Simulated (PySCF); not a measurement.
Structure with atom numbers: `[CH3:1][SiH:2]1[O:3][SiH2:4][O:5][SiH2:6][O:7]1`; H(Xn) means a hydrogen on atom n. Ha(Si4), Ha(Si6) are cis to C1 on the ring; Hb(Si4), Hb(Si6) are trans to C1 on the ring.

Method: shieldings: GIAO PBE0/pcSseg-1, geometry from GFN2-xTB, in PySCF 2.14 (one averaged value for each set of equivalent atoms, non-relativistic Hamiltonian, a single conformation, gas phase).

References, each an isolated molecule treated in the same way: 13C (σ = 186.93 ppm) and 1H (σ = 31.72 ppm) and 29Si (σ = 349.16 ppm) vs TMS; 17O (σ = 336.08 ppm) vs H2O.

```csv
atoms,nucleus,count,δ (ppm)
C1,13C,1,2.5
O3/O7,17O,2,95.1
Hb(Si4)/Hb(Si6),1H,2,5.20
Ha(Si4)/Ha(Si6),1H,2,?
Si2,29Si,1,-24.5
Si4/Si6,29Si,2,?
O5,17O,1,86.3
H(C1),1H,3,0.30
H(Si2),1H,1,?
```

Question: Estimate the values marked ?.

Answer: 
- H(Si2): 5.28 ppm, hydrogen on a silicon bonded to C, 2 O, in a 6-membered ring
- Ha(Si4)/Ha(Si6): 5.19 ppm, hydrogen on a silicon bonded to 2 O, in a 6-membered ring
- Si4/Si6: -39.6 ppm, silicon bonded to 2 O, 2 H, in a 6-membered ring

Shifts are as computed. Against solution values, carbons near 30 ppm lie about +3 ppm off and those near 130 ppm about +5 ppm. Of 1211 compounds with measured shifts, 218 miss one by over three times the rms of a fit or turn the order of signals round; such compounds aren't used in these exercises. Experimental scales use liquid or dissolved standards, which lie at an offset from isolated H2O (liquid H2O: subtract about 36 ppm).
